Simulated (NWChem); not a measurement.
Species: C$_{2}$H$_{6}$BiCl; SMILES [CH3][Bi]([CH3])[Cl]

No frequency run checked for a minimum. def2 effective core potentials on Bi; no spin-orbit coupling.

Question: Give the equilibrium geometry at PBE0/def2-SVP with def2 effective core potentials on Bi (NWChem) as a Z-matrix, with the point group.

Answer: point group Cs; any orientation.
```
Bi
C 1 2.2663
H 2 1.0981 1 108.04
H 2 1.0984 3 109.86 1 -119.67
H 2 1.1003 3 110.17 4 -121.16
C 1 2.2663 2 92.39 3 56.93
H 6 1.0981 1 108.04 2 -56.93
H 6 1.0984 7 109.86 1 119.67
H 6 1.1003 7 110.17 8 121.16
Cl 1 2.4925 2 94.01 3 -37.26
```
